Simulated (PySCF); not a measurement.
PySCF job for 2-bromofuran (C4H3BrO), SMILES Brc1ccco1, PBE/pcSseg-1. Coordinates come from a ωB97X-D3(BJ)/def2-SVP optimisation.

```python
import numpy as np
from pyscf import gto, scf, dft
from pyscf.prop.nmr import rks as nmr

mol = gto.M(
    atom='''
    Br    0.00486497    1.52374488    0.00000000
    C    -0.10305305   -0.32612124    0.00000000
    C    -1.17309232   -1.16880887    0.00000000
    C    -0.60953302   -2.49356716    0.00000000
    C     0.74231994   -2.33136794    0.00000000
    O     1.05985791   -1.00877547    0.00000000
    H    -2.22226700   -0.88131405    0.00000000
    H    -1.14983709   -3.43902434    0.00000000
    H     1.58311750   -3.02133746    0.00000000
    ''',
    basis='pcSseg-1',
    charge=0,
    spin=0,
    max_memory=1600,
    verbose=3,
)
mf = dft.RKS(mol, xc='pbe')
mf.grids.level = 3
mf.conv_tol = 1e-10
mf.max_cycle = 100
mf.kernel()
n = nmr.NMR(mf)
n.verbose = 2
n.max_cycle_cphf = 60
sigma = n.kernel()
print('atom   isotropic/ppm   span/ppm')
for i, s in enumerate(sigma):
    w = np.linalg.eigvalsh((s + s.T) / 2)
    print(f'{mol.atom_symbol(i):2s}{i + 1:3d} {w.mean():14.3f} {w[2] - w[0]:11.3f}')
```

It prints:

```
converged SCF energy = -2802.63243662626
atom   isotropic/ppm   span/ppm
Br  1       2032.864    1447.968
C   2         38.795     106.386
C   3         64.079     159.364
C   4         63.285     169.829
C   5         34.221     132.219
O   6          6.112     302.421
H   7         24.811       6.433
H   8         24.663       3.169
H   9         23.843       5.009
```

The calculation finished and met its thresholds.
